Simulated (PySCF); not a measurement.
Compound: Ge3H8.
SMILES with atom numbers: `[GeH3:1][GeH2:2][GeH3:3]` (hydrogens: H4, H5, H6 on Ge1; H7, H8 on Ge2; H9, H10, H11 on Ge3)

Geometry (PBE0-D3(BJ)/def2-SVP, Å), atoms numbered from 1 in this order:
```xyz
11
Ge3H8 angstrom
Ge     1.8873    0.7365   -0.0165
Ge     0.1877   -0.9865   -0.1106
Ge    -2.0220   -0.0109    0.0905
H      3.2979    0.1370   -0.1674
H      1.6602    1.7566   -1.1478
H      1.8082    1.4771    1.3318
H      0.4140   -2.0080    1.0220
H      0.2941   -1.7332   -1.4561
H     -2.2811    0.9398   -1.0932
H     -2.1243    0.7965    1.3981
H     -3.1113   -1.0995    0.0973
```

Method used: PySCF 2.14.0, PBE0-D3(BJ)/def2-SVP geometry optimisation, gas phase.

Take the most abundant isotopes and a rigid rotor. 

Task: Give the principal moments of inertia and the rotational constants in MHz.

Result: Ia = 117.93, Ib = 633.05, Ic = 732.11 u·Å²; 505379 MHz·u·Å²/I gives A = 4285, B = 798.3, C = 690.3 MHz.

Task: Classify the top.

Result: A near-prolate asymmetric top; Ray's κ = -0.940.

Task: Is it planar, by Δ = Ic − Ia − Ib?

Result: Not planar: Δ = Ic − Ia − Ib = -18.88 u·Å². For a rigid frame Δ = −2 Σ m c², so Σ m c² = 9.44 u·Å² lies off the ab plane, practically all of it from hydrogen. The atom farthest from that plane is 1.28 Å away.

Task: Give the other two planar moments, Paa and Pbb, and the rms extents of the mass along the axes.

Result: Paa = Σ m a² = (Ib + Ic − Ia)/2 = 623.61 and Pbb = Σ m b² = (Ia + Ic − Ib)/2 = 108.50 u·Å². With the mass M = 229.83 u, the rms extents √(P/M) along a, b and c are 1.65, 0.69, 0.20 Å.

Task: Where do the levels up to J = 4 lie, in cm⁻¹?

Result: Above 0(0,0):
J = 1: 1(0,1) 0.0497, 1(1,1) 0.1660, 1(1,0) 0.1696
J = 2: 2(0,2) 0.1489, 2(1,2) 0.2617, 2(1,1) 0.2725, 2(2,1) 0.6214, 2(2,0) 0.6215
J = 3: 3(0,3) 0.2975, 3(1,3) 0.4052, 3(1,2) 0.4268, 3(2,2) 0.7704, 3(2,1) 0.7708, 3(3,1) 1.3610, 3(3,0) 1.3610
J = 4: 4(0,4) 0.4953, 4(1,4) 0.5964, 4(1,3) 0.6325, 4(2,3) 0.9689, 4(2,2) 0.9702, 4(3,2) 1.5598, 4(3,1) 1.5598, 4(4,1) 2.3864, 4(4,0) 2.3864
The levels of one J sum to (2J + 1)J(J + 1)(A + B + C)/3.

The dipole components are |μa| = 0.00 D, |μb| = 0.06 D, |μc| = 0.01 D.

No frequency check. Constants of a rigid frame at the computed geometry: no zero-point averaging, no centrifugal distortion. A rigid rotor knows nothing of internal rotation, which can split or shift real lines.

On Arm Neoverse V1, one thread, on a shared host, this took 71 s and 0.57 GiB of memory at its peak. This is the geometry optimisation.
